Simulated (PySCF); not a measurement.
## Computed properties of Te(I)(GeH3) (GeH3ITe), SMILES I[Te][GeH3]

Te(I)(GeH3) (GeH3ITe), SMILES [GeH3][Te]I. The structure is a stationary point at B3LYP-D3(BJ)/def2-SVP. This is a generated structure with no PubChem entry under its InChIKey; it may be hypothetical. The def2 effective core potentials stand for the cores of I, Te; spin–orbit coupling is left out. Other conformers were not sampled. All values are computed for the isolated molecule unless a solvent is named; none is compared with measurement here.

**Structure.** The optimised structure has Cs symmetry. All 12 harmonic modes at B3LYP-D3(BJ)/def2-SVP (PySCF) are real, so it is a minimum. With heavy atoms numbered as in [Te:1]([I:2])[GeH3:3], the shortest bond between them is Te1–Ge3 at 2.596 Å and the longest Te1–I2 at 2.759 Å.

**Vibrations.** The strongest infrared lines (harmonic, unscaled, degenerate partners summed) lie at 791 cm⁻¹ (333 km/mol, H 97 %), 2122 cm⁻¹ (96 km/mol, H 99 %), 2149 cm⁻¹ (85 km/mol, H 98 %). The softest mode is at 59 cm⁻¹ and the zero-point energy is 15.0 kcal/mol.

**Electronic structure.** HF/def2-TZVPD (PySCF) places the frontier levels at -8.63 and -0.06 eV, a gap of 8.57 eV, and gives a dipole moment of 2.12 D and a mean polarisability of 112.1 bohr³. PBE/def2-TZVPD (PySCF) at the same geometry gives -5.37 and -3.75 eV, so its gap is 6.95 eV narrower. An orbital gap is neither the optical nor the fundamental gap.

**Excitations.** TDA-B3LYP/def2-SVPD (PySCF) has S1 at 1.91 eV (650 nm, f = 0.001, dark); the most intense of the 10 singlets computed lies at 5.82 eV (f = 0.10). T1 (TDA) is at 1.32 eV, 0.59 eV under S1. TDA-PBE/def2-SVPD (PySCF) puts S1 at 1.83 eV.
